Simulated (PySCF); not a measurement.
A PySCF script (with the pyscf-properties extension) for the NMR shieldings of SMILES CCC#[C][AlH][CH2]C, C$_{6}$H$_{11}$Al, on a GFN2-xTB geometry:

```python
import basis_set_exchange as bse
import numpy as np
from pyscf import gto, dft
from pyscf.prop import nmr

atoms = """
C    -4.044638    0.386079    0.057723
C    -3.151116   -0.802163    0.418933
C    -1.748234   -0.432044    0.392577
C    -0.575974   -0.106910    0.363168
Al    1.269299    0.482970    0.319996
C     2.901212   -0.557727   -0.214701
C     4.118553    0.372323   -0.049418
H    -5.091619    0.090730    0.082142
H    -3.894539    1.200090    0.763555
H    -3.807629    0.750421   -0.939801
H    -3.403238   -1.166290    1.420251
H    -3.314873   -1.620492   -0.289860
H     1.552831    1.947326    0.746819
H     2.865444   -0.918269   -1.253382
H     3.057235   -1.464409    0.388558
H     5.046448   -0.120228   -0.341613
H     3.998981    1.269673   -0.659657
H     4.213098    0.695238    0.988772
"""
names = dict.fromkeys(["C", "Al", "H"], "pcSseg-1")
basis = {el: gto.basis.parse(bse.get_basis(n, elements=[el], fmt="nwchem")) for el, n in names.items()}
mol = gto.M(atom=atoms, basis=basis, charge=0, verbose=0)
mf = dft.RKS(mol, xc="PBE0")
mf.grids.level = 2
mf.grids.alignment = dft.numint.BLKSIZE   # the property module wants whole blocks of grid points
mf.conv_tol = 1e-9
mf.kernel()

calc = nmr.RKS(mf)   # GIAO
C = mf.mo_coeff
Co = C[:, mf.mo_occ > 0]
resp = mf.gen_response(singlet=True, hermi=2)
def vind(x):   # induced exchange potential for any number of trial vectors
    d = np.einsum("pi,xij,qj->xpq", C, 2 * x.reshape(-1, C.shape[1], Co.shape[1]), Co, optimize=True)
    return np.einsum("xpq,pi,qj->xij", resp(d - d.transpose(0, 2, 1)), C, Co, optimize=True).ravel()
mo1, _ = nmr.rhf.solve_mo1(calc, with_cphf=vind)
sigma = calc.kernel(mo1)
for i, s in enumerate(sigma):   # ppm
    print("%2d %-2s %9.2f" % (i, mol.atom_pure_symbol(i), np.trace(s) / 3))
```

Question: Give the expected output.

Answer: 
```
 0 C     169.88
 1 C     169.49
 2 C      61.29
 3 C      89.83
 4 Al    314.05
 5 C     178.95
 6 C     172.69
 7 H      30.62
 8 H      30.34
 9 H      30.39
10 H      29.26
11 H      29.26
12 H      26.70
13 H      31.16
14 H      31.14
15 H      30.09
16 H      30.45
17 H      30.49
```

These numbers come from an equivalent density-fitted implementation of the same equations, which agrees with the script to about 0.01 ppm for H and up to a few tenths of a ppm for heavy atoms, so last digits may differ.

Size and cost of the density-fitted run: 181 basis functions, 87 s wall time (68 s CPU) on 1 thread of an Intel Xeon, shared host; peak memory 0.8 GiB.
